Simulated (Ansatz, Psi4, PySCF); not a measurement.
Cl₄Ge, triplet, geometry from GFN2-xTB (a higher spin typed on purpose: for a closed-shell molecule this is an excited state), atoms displaced at random by about 0.03 Å a coordinate. Base run: HF/STO-3G, gradient (PySCF).

Input for PySCF:
```python
from pyscf import gto, scf

mol = gto.Mole()
mol.atom = '''
    Cl   -0.626465   -1.402975   -1.924376
    Ge   -0.091224   -0.502076    0.101447
    Cl    2.088520   -0.480822    0.042006
    Cl   -0.609166    1.772243   -0.494412
    Cl   -0.679019    1.132387    2.031980
'''
mol.basis = 'sto-3g'
mol.charge = 0
mol.spin = 2
mol.verbose = 3
mol.build()

mf = scf.UHF(mol)
mf.kernel()
g = mf.nuc_grad_method()
grad = g.kernel()
```

Programs used: Ansatz (a first-principles code), Psi4, PySCF; a row that names a program was run with it.

The coordinate followed is y of atom 3.

Variants of this job, named by their change:

```
change                                                  dE/dx (Eh/bohr)  net force (Eh/bohr)
------------------------------------------------------  ---------------  -------------------
base                                                          -0.000217             0.000000
code = ansatz                                                 -0.000214             0.000000
finite difference step (bohr) = 0.05; conv_tol = 1e-11        -0.000215                    -
code = psi4                                                   -0.000218             0.000000
conv_tol = 1e-6                                               -0.000216             0.000000
density fitting = on                                          -0.000218             0.000000
finite difference step (bohr) = 1e-4; conv_tol = 1e-11        -0.000217                    -
finite difference step (bohr) = 1e-5; conv_tol = 1e-11        -0.000217                    -
finite difference step (bohr) = 0.2; conv_tol = 1e-11         -0.000185                    -
finite difference step (bohr) = 0.01; conv_tol = 1e-11        -0.000217                    -
finite difference step (bohr) = 1e-3; conv_tol = 1e-11        -0.000217                    -
conv_tol = 1e-11                                              -0.000217             0.000000
```

The net force is zero for an exact gradient.

Open shells are given as the SCF converged; they aren't shown to be the lowest states, and a large step between rows can be another state.
